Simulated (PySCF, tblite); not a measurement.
Parent: `[CH3:1][CH2:2][c:3]1[cH:4][cH:5][p-:6][cH:7]1` (charge -1) with C1–C2–C3–C4 -86°, [C6H8P]-.

Structures optimised with GFN2-xTB, isolated species. One conformer each, not checked by frequencies here.

```tsv
coordinate of the parent	value
C1–C2	1.531 Å
C2–C3	1.502 Å
C3–C4	1.402 Å
C4–C5	1.377 Å
C5–P6	1.745 Å
P6–C7	1.744 Å
C3–C7	1.381 Å
C1–C2–C3	111.6°
C2–C3–C4	124.0°
C2–C3–C7	124.1°
C4–C3–C7	111.8°
C3–C4–C5	112.9°
C4–C5–P6	112.8°
C5–P6–C7	89.3°
C3–C7–P6	113.3°
```

Q: How does the shared frame change in `[CH3:1][CH2:2][c:3]1[cH:4][cH:5][p-:6][c:7]1[CH2:8][CH3:9]` (charge -1) with C1–C2–C3–C4 -84°, P6–C7–C8–C9 -93°, [C8H12P]-? Atoms pair as C1 = C1, C2 = C2, C3 = C3, C4 = C4, C5 = C5, P6 = P6, C7 = C7 (parent first).

A: 
```csv
parent,relative,value in the relative,change
C1–C2,C1–C2,1.531 Å,0.000
C2–C3,C2–C3,1.504 Å,+0.002
C3–C4,C3–C4,1.403 Å,+0.001
C4–C5,C4–C5,1.375 Å,-0.002
C5–P6,C5–P6,1.744 Å,-0.001
P6–C7,P6–C7,1.759 Å,+0.015
C3–C7,C3–C7,1.387 Å,+0.006
C1–C2–C3,C1–C2–C3,111.2°,-0.4
C2–C3–C4,C2–C3–C4,122.3°,-1.7
C2–C3–C7,C2–C3–C7,125.4°,+1.3
C4–C3–C7,C4–C3–C7,112.3°,+0.5
C3–C4–C5,C3–C4–C5,113.2°,+0.3
C4–C5–P6,C4–C5–P6,112.7°,-0.1
C5–P6–C7,C5–P6–C7,89.7°,+0.4
C3–C7–P6,C3–C7–P6,112.2°,-1.1
```

Of the parent's bonds, P6–C7 changes most (+0.015 Å). Bonds of the relative outside the shared frame: C7–C8 1.502, C8–C9 1.531 Å. Point group C1 → C1.

Q: How does the shared frame change in `[CH3:1][CH2:2][c:3]1[cH:4][p-:5][cH:6][c:7]1[CH2:8][CH3:9]` (charge -1) with C1–C2–C3–C4 -90°, C6–C7–C8–C9 -91°, [C8H12P]-? Atoms pair as C1 = C1, C2 = C2, C3 = C3, C4 = C7, C5 = C6, P6 = P5, C7 = C4 (parent first).

A: 
```tsv
parent	relative	value in the relative	change
C1–C2	C1–C2	1.532 Å	+0.001
C2–C3	C2–C3	1.503 Å	+0.001
C3–C4	C3–C7	1.409 Å	+0.007
C4–C5	C7–C6	1.381 Å	+0.004
C5–P6	C6–P5	1.742 Å	-0.003
P6–C7	P5–C4	1.743 Å	-0.001
C3–C7	C3–C4	1.381 Å	0.000
C1–C2–C3	C1–C2–C3	111.6°	0.0
C2–C3–C4	C2–C3–C7	125.0°	+1.0
C2–C3–C7	C2–C3–C4	122.9°	-1.2
C4–C3–C7	C7–C3–C4	112.0°	+0.2
C3–C4–C5	C3–C7–C6	112.0°	-0.9
C4–C5–P6	C7–C6–P5	113.5°	+0.7
C5–P6–C7	C6–P5–C4	89.1°	-0.2
C3–C7–P6	C3–C4–P5	113.4°	+0.1
```

Of the parent's bonds, C3–C4 changes most (+0.007 Å). Bonds of the relative outside the shared frame: C7–C8 1.503, C8–C9 1.532 Å.

Q: How does the shared frame change in `[CH3:1][CH2:2][c:3]1[cH:4][p-:5][cH:6][c:7]1[O:8][CH3:9]` (charge -1) with C1–C2–C3–C4 103°, C6–C7–O8–C9 1°, [C7H10OP]-? Atoms pair as C1 = C1, C2 = C2, C3 = C3, C4 = C7, C5 = C6, P6 = P5, C7 = C4 (parent first).

A: 
```csv
parent,relative,value in the relative,change
C1–C2,C1–C2,1.530 Å,-0.001
C2–C3,C2–C3,1.500 Å,-0.002
C3–C4,C3–C7,1.407 Å,+0.005
C4–C5,C7–C6,1.375 Å,-0.002
C5–P6,C6–P5,1.750 Å,+0.005
P6–C7,P5–C4,1.741 Å,-0.003
C3–C7,C3–C4,1.381 Å,0.000
C1–C2–C3,C1–C2–C3,111.4°,-0.2
C2–C3–C4,C2–C3–C7,123.5°,-0.5
C2–C3–C7,C2–C3–C4,125.2°,+1.1
C4–C3–C7,C7–C3–C4,111.2°,-0.6
C3–C4–C5,C3–C7–C6,113.7°,+0.8
C4–C5–P6,C7–C6–P5,112.0°,-0.8
C5–P6–C7,C6–P5–C4,89.6°,+0.3
C3–C7–P6,C3–C4–P5,113.5°,+0.2
```

Of the parent's bonds, C3–C4 and C5–P6 change most and about equally (+0.005 Å). Bonds of the relative outside the shared frame: C7–O8 1.409, O8–C9 1.389 Å. Point group C1 → C1.

Q: How does the shared frame change in `[CH3:1][CH2:2][c:3]1[cH:4][cH:5][p-:6][c:7]1[CH3:8]` (charge -1) with C1–C2–C3–C4 88°, [C7H10P]-? Atoms pair as C1 = C1, C2 = C2, C3 = C3, C4 = C4, C5 = C5, P6 = P6, C7 = C7 (parent first).

A: 
```json
{"parent": "C1–C2", "relative": "C1–C2", "value in the relative": "1.532 Å", "change": "+0.001"}
{"parent": "C2–C3", "relative": "C2–C3", "value in the relative": "1.503 Å", "change": "+0.001"}
{"parent": "C3–C4", "relative": "C3–C4", "value in the relative": "1.403 Å", "change": "+0.001"}
{"parent": "C4–C5", "relative": "C4–C5", "value in the relative": "1.375 Å", "change": "-0.002"}
{"parent": "C5–P6", "relative": "C5–P6", "value in the relative": "1.744 Å", "change": "-0.001"}
{"parent": "P6–C7", "relative": "P6–C7", "value in the relative": "1.758 Å", "change": "+0.014"}
{"parent": "C3–C7", "relative": "C3–C7", "value in the relative": "1.386 Å", "change": "+0.005"}
{"parent": "C1–C2–C3", "relative": "C1–C2–C3", "value in the relative": "111.6°", "change": "0.0"}
{"parent": "C2–C3–C4", "relative": "C2–C3–C4", "value in the relative": "123.0°", "change": "-1.0"}
{"parent": "C2–C3–C7", "relative": "C2–C3–C7", "value in the relative": "124.7°", "change": "+0.6"}
{"parent": "C4–C3–C7", "relative": "C4–C3–C7", "value in the relative": "112.3°", "change": "+0.5"}
{"parent": "C3–C4–C5", "relative": "C3–C4–C5", "value in the relative": "113.1°", "change": "+0.2"}
{"parent": "C4–C5–P6", "relative": "C4–C5–P6", "value in the relative": "112.7°", "change": "-0.1"}
{"parent": "C5–P6–C7", "relative": "C5–P6–C7", "value in the relative": "89.7°", "change": "+0.4"}
{"parent": "C3–C7–P6", "relative": "C3–C7–P6", "value in the relative": "112.2°", "change": "-1.1"}
```

Of the parent's bonds, P6–C7 changes most (+0.014 Å). Bonds of the relative outside the shared frame: C7–C8 1.501 Å. Point group C1 → C1.

The numbers are calculated, not measured.
